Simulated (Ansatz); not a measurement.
A run for Ansatz (an electronic-structure program): R-wB97M-V/def2-TZVPP on ClHMg (SMILES [MgH][Cl]), atoms moved off the minimum.

Ansatz 0.2 input:
```yaml
crystal:
  periodic: [false, false, false]
  atoms:
    - {symbol: Mg, position_ang: [0.02472531, -0.16072364, -1.18131930]}
    - {symbol: H, position_ang: [0.10233622, -0.07939178, -2.85185764]}
    - {symbol: Cl, position_ang: [0.02412476, 0.05093560, 1.02802398]}
basis:
  gaussian:
    orbitals: def2-TZVPP
hamiltonian:
  xc: {name: wB97M-V}
scf: {lower_state_search: off}
output: {forces: true}
```

The head of its log:

```
WARN ansatz: RAYON_NUM_THREADS=1 ignored (pool sized by the plan → 1); use --threads N
Functional definition: wB97M-V
these checks for a lower state are left out or cut short: stability, starts, cluster_reference, orbital_swaps, neighbouring_geometries, increment
integrals: 0.04 GiB planned
657 factors; their error is unknown
integrals: 0.07 GiB planned
137 factors; integrals over basis functions are off by at most 3.3e-5 eV
mean field: 0.30 GiB planned
mean field evaluation 1: about -17983.2972 eV, gradient 1.7e1 eV
mean field evaluation 2: about -17983.9576 eV, gradient 1.4e1 eV
```

Question: Give the final energy of this run.

Answer: -660.9117 hartree.
